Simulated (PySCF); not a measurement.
# Bonding in `CCP(C(=O)OC)C1CC1`

Compound: C7H13O2P.
Numbering: `[CH3:1][CH2:2][P:3]([C:4](=[O:5])[O:6][CH3:7])[CH:8]1[CH2:9][CH2:10]1` (hydrogens: H11, H12, H13 on C1; H14, H15 on C2; H16, H17, H18 on C7; H19 on C8; H20, H21 on C9; H22, H23 on C10)

Geometry (GFN2-xTB, Å), atoms numbered from 1 in this order:
```xyz
23
C7H13O2P angstrom
C      2.582   -1.732    0.172
C      1.062   -1.792    0.229
P      0.273   -0.473   -0.820
C     -1.467   -0.837   -0.303
O     -1.874   -1.891    0.107
O     -2.215    0.242   -0.517
C     -3.604    0.127   -0.229
C      0.524    0.981    0.278
C      1.640    1.935   -0.049
C      0.224    2.350   -0.264
H      2.944   -0.784    0.566
H      2.930   -1.831   -0.853
H      3.014   -2.539    0.762
H      0.706   -1.689    1.259
H      0.701   -2.750   -0.155
H     -4.069   -0.593   -0.906
H     -3.748   -0.212    0.798
H     -4.030    1.117   -0.371
H      0.316    0.801    1.329
H      2.245    1.730   -0.919
H      2.190    2.371    0.772
H     -0.135    2.422   -1.280
H     -0.214    3.075    0.405
```

Bond orders from the PBE0/pcSseg-1 density (PySCF). The structure is a single GFN2-xTB conformer in the gas phase; no vibrational or solvent corrections.

(1) How far do the computed orders between heavy atoms stray from the drawn ones?

(2) Give the Mayer order of every bond between heavy atoms, beside its length.

Answers

(1) The largest departure is 0.143, at P3–C4 (drawn single, 0.857). Drawn single, order below 0.88: P3–C4 (0.857) and O6–C7 (0.863).

(2) 
```csv
bond,drawn as,length (Å),Mayer order
C1–C2,single,1.522,1.047
C2–P3,single,1.861,0.974
P3–C4,single,1.851,0.857
C4–O5,double,1.202,1.887
C4–O6,single,1.330,1.091
O6–C7,single,1.423,0.863
P3–C8,single,1.839,0.949
C8–C9,single,1.504,0.939
C9–C10,single,1.491,0.991
C10–C8,single,1.502,0.940
```

By pair of heavy elements: C–C: lowest C8–C9 and C10–C8 (0.939, 1.504 Å), highest C1–C2 (1.047, 1.522 Å); in 3 of the 6 pairs the longer bond (by over 0.003 Å) has the higher order (by 0.02 or more). C–P: lowest P3–C4 (0.857, 1.851 Å), highest C2–P3 (0.974, 1.861 Å); in 2 of the 3 pairs the longer bond (by over 0.003 Å) has the higher order (by 0.02 or more). C–O: lowest O6–C7 (0.863, 1.423 Å), highest C4–O5 (1.887, 1.202 Å). Bonds named together lie within 0.004.

Q: And the bonds to hydrogen?

A: C–H: 0.92 to 0.97 (13 bonds).

Q: Sum the orders of all bonds at each heavy atom with more than one neighbour and set the sums beside the valence in the SMILES.

A: C1 3.937 (drawn 4), C2 3.893 (drawn 4), P3 2.780 (drawn 3), C4 3.835 (drawn 4), O6 1.954 (drawn 2), C7 3.759 (drawn 4), C8 3.752 (drawn 4), C9 3.836 (drawn 4), C10 3.838 (drawn 4). Orders between atoms that aren't bonded are not in these sums.

For a closed shell the Mayer order of atoms A and B is Σ (PS)μν (PS)νμ over the basis functions μ on A and ν on B, with P the density and S the overlap matrix.

The run behind these numbers computed NMR shieldings as well. Cost: about 4 min of CPU time on one thread (grids of density and orbitals included); the machine was shared, so the figure is rough.
